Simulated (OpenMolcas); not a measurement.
**Lines of Se: computed and rescaled rates**

```
Program             : OpenMolcas
Method              : SS-CASPT2, IPEA 0.25 Eh, imaginary shift 0.1 Eh (closed shells correlated: 3d 4s)
Basis               : ANO-RCC-VQZP [7s6p4d2f1g]
Scalar Hamiltonian  : DKH2, point nucleus
Active space        : 4 electrons in 3 orbitals (4p)
State averaging     : 2S+1 = 3 even, 3 roots; 2S+1 = 1 even, 6 roots
Spin-orbit coupling : state interaction with AMFI integrals over the reference wave functions, term energies averaged over their components
```

Rates come from the transition moments of the reference wave functions (E1 and E2 in the length form). At fixed line strength A goes as λ^-3 for E1 and M1 and as λ^-5 for E2, so a rate at the computed wavelength can be rescaled to the measured one. Measured vacuum wavelengths follow from level energies in NIST Handbook of Basic Atomic Spectroscopic Data. Branching counts decays inside the model space alone, at computed energies, and the table is only a selection of the E2 and M1 lines, drawn from those between levels with measured partners whose computed energy lies within a factor of 1.5 of the measured one.

```csv
Upper,Lower,Type,λ computed (nm),λ measured (nm),A computed (s-1),A rescaled (s-1),Branching %
4s2 4p4 3P0,4s2 4p4 3P1,M1,17640,18350,9.73e-03,8.64e-03,98.5
4s2 4p4 3P1,4s2 4p4 3P2,M1,5393,5026,1.42e-01,1.75e-01,100.0
4s2 4p4 3P0,4s2 4p4 3P2,E2,4130,3946,1.46e-04,1.83e-04,1.5
4s2 4p4 1D2,4s2 4p4 3P1,M1,1293,1318,1.00e-01,,14.9
4s2 4p4 1D2,4s2 4p4 3P2,M1,1043,1044,5.62e-01,,84.0
4s2 4p4 1D2,4s2 4p4 3P2,E2,1043,1044,7.06e-03,,1.1
4s2 4p4 1S0,4s2 4p4 1D2,E2,744,777,3.09e+00,2.49e+00,29.7
4s2 4p4 1S0,4s2 4p4 3P1,M1,472.2,488.8,7.09e+00,,68.2
4s2 4p4 1S0,4s2 4p4 3P2,E2,434.2,445.5,2.18e-01,,2.1
```

Spin-changing lines and M1 lines between different terms are not rescaled, since their strength hangs on the term gaps too.

The largest correction is for 4s2 4p4 3P0 → 4s2 4p4 3P2 (E2): 1.46e-04 × (4130 / 3946)^5 = 1.83e-04 s-1, a factor of 1.26.

The computed rate and branching of 4s2 4p4 3P1 → 4s2 4p4 3P2 give the upper level a radiative lifetime of 1.000 / 1.42e-01 s-1 = 7.04e+00 s, counting decays inside the model space alone. The rescaled rate gives about 5.7e+00 s.

No measured rate stands beside these. Rescaling mends the energy factor alone: line strengths can still be far off where a level mixes with configurations outside the active space, and weak or spin-changing lines hang on small mixing coefficients that depend on the term gaps too, so rescaling need not improve them.

CASPT2 does not keep the components of a term degenerate, so their means are used; among the terms shown or strongly mixed into the levels shown the widest spread is 180 cm-1 (4s2 4p4 1D). With the s shell closed, the reference lacks s² → p² mixing. Measured partners are found by configuration, term and J. A level has none where our copy of the source lacks it or the pairing is in doubt (some pairs that miss far off the trend of their configuration count as doubtful). Only configurations of the active space appear.
